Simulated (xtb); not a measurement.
BI2 (SMILES I[B]I), doublet, geometry from GFN2-xTB; GFN1-xTB (xtb 6.7.1).

Here is a job for xtb.
```
$ xtb mol.xyz --gfn 1 --uhf 1 --acc 0.1 --json

# file mol.xyz
3

I     -1.86137981    -0.09949148     0.05566904
B     -0.02702252     0.88062837     0.01245938
I      1.86392910     0.01641334    -0.05684445
```

Output, abridged:

```
   ID    Z sym.   atoms
    1   53 I      1, 3
    2    5 B      2

           -------------------------------------------------
          |                Calculation Setup                |
           -------------------------------------------------

           -------------------------------------------------
          |                 G F N 1 - x T B                 |
           -------------------------------------------------

          ...................................................
          :                      SETUP                      :
          :.................................................:
          :  # basis functions                  24          :
          :  # atomic orbitals                  22          :
          :  # shells                            8          :
          :  # electrons                        17          :
          :  # halogen bonds                     0          :
          :  max. iterations                   250          :
          :  Hamiltonian                  GFN1-xTB          :
          :  restarted?                      false          :
          :  GBSA solvation                  false          :
          :  PC potential                    false          :
          :  electronic temp.          300.0000000     K    :
          :  accuracy                    0.1000000          :
          :  -> integral cutoff          0.3500000E+02      :
          :  -> integral neglect         0.1000000E-08      :
          :  -> SCF convergence          0.1000000E-06 Eh   :
          :  -> wf. convergence          0.2000000E-05 e    :
          :  Broyden damping             0.4000000          :
          :  net charge                          0          :
          :  unpaired electrons                  1          :
          ...................................................

 iter      E             dE          RMSdq      gap      omega  full diag
   1     -9.3089836 -0.930898E+01  0.540E+00    1.47       0.0  T
   2     -9.3159159 -0.693222E-02  0.389E+00    1.39       1.0  T
   3     -9.3152102  0.705698E-03  0.142E+00    1.45       1.0  T
   4     -9.3176710 -0.246088E-02  0.201E-02    1.42       2.9  T
   5     -9.3176722 -0.112459E-05  0.286E-03    1.42      20.2  T
   6     -9.3176722 -0.624978E-08  0.969E-04    1.42      59.6  T
   7     -9.3176722 -0.231802E-08  0.123E-06    1.42   46945.7  T
   8     -9.3176722 -0.142109E-13  0.395E-07    1.42  100000.0  T

   *** convergence criteria satisfied after 8 iterations ***

         :::::::::::::::::::::::::::::::::::::::::::::::::::::
         ::                     SUMMARY                     ::
         :::::::::::::::::::::::::::::::::::::::::::::::::::::
         :: total energy              -9.276125460661 Eh    ::
         :: gradient norm              0.043769104944 Eh/a0 ::
         :: HOMO-LUMO gap              1.415917053263 eV    ::
         ::.................................................::
         :: SCC energy                -9.317672178938 Eh    ::
         :: -> electrostatic           0.000792634395 Eh    ::
         :: repulsion energy           0.042800383867 Eh    ::
         :: dispersion energy         -0.001253665590 Eh    ::
         :: halogen bond corr.         0.000000000000 Eh    ::
         :: add. restraining           0.000000000000 Eh    ::
         :: total charge              -0.000000000000 e     ::
         :::::::::::::::::::::::::::::::::::::::::::::::::::::

           -------------------------------------------------
          |                Property Printout                |
           -------------------------------------------------

    * Orbital Energies and Occupations

         #    Occupation            Energy/Eh            Energy/eV
      -------------------------------------------------------------
         1        2.0000           -0.8750942             -23.8125
         2        2.0000           -0.8745688             -23.7982
         3        2.0000           -0.5473809             -14.8950
         4        2.0000           -0.4639783             -12.6255
         5        2.0000           -0.4416957             -12.0192
         6        2.0000           -0.4416657             -12.0183
         7        2.0000           -0.4134733             -11.2512
         8        2.0000           -0.4050043             -11.0207
         9        1.0000           -0.3091566              -8.4126 (HOMO)
        10                         -0.2571226              -6.9967 (LUMO)
        11                         -0.1713555              -4.6628
        12                         -0.1384541              -3.7675
        13                         -0.0713320              -1.9410
        14                         -0.0711575              -1.9363
        15                         -0.0641993              -1.7470
        16                         -0.0626726              -1.7054
        17                         -0.0492049              -1.3389
        18                         -0.0293701              -0.7992
        19                          0.0057559               0.1566
        20                          0.0548653               1.4930
       ...                                ...                  ...
        22                          0.5288272              14.3901
      -------------------------------------------------------------
                  HL-Gap            0.0520340 Eh            1.4159 eV
             Fermi-level           -0.3201100 Eh           -8.7106 eV

  Mulliken/CM5 charges         n(s)   n(p)   n(d)
     1I    -0.04697  0.06196   1.984  5.007  0.056
     2B     0.09395 -0.12392   1.265  1.641  0.000
     3I    -0.04697  0.06196   1.984  5.007  0.056

Wiberg/Mayer (AO) data.
largest (>0.10) Wiberg bond orders for each atom

 ---------------------------------------------------------------------------
     #   Z sym  total        # sym  WBO       # sym  WBO       # sym  WBO
 ---------------------------------------------------------------------------
     1  53 I    1.536 --     2 B    1.403     3 I    0.133
     2   5 B    2.806 --     1 I    1.403     3 I    1.403
     3  53 I    1.536 --     2 B    1.403     1 I    0.133
 ---------------------------------------------------------------------------

Topologies differ in total number of bonds
Writing topology from bond orders to xtbtopo.mol

 dipole moment from electron density (au)
     X       Y       Z
   0.0053  -0.1736  -0.0025  total (Debye):    0.441

           -------------------------------------------------
          | TOTAL ENERGY               -9.276125460661 Eh   |
          | GRADIENT NORM               0.043769104944 Eh/α |
          | HOMO-LUMO GAP               1.415917053263 eV   |
           -------------------------------------------------

normal termination of xtb
```
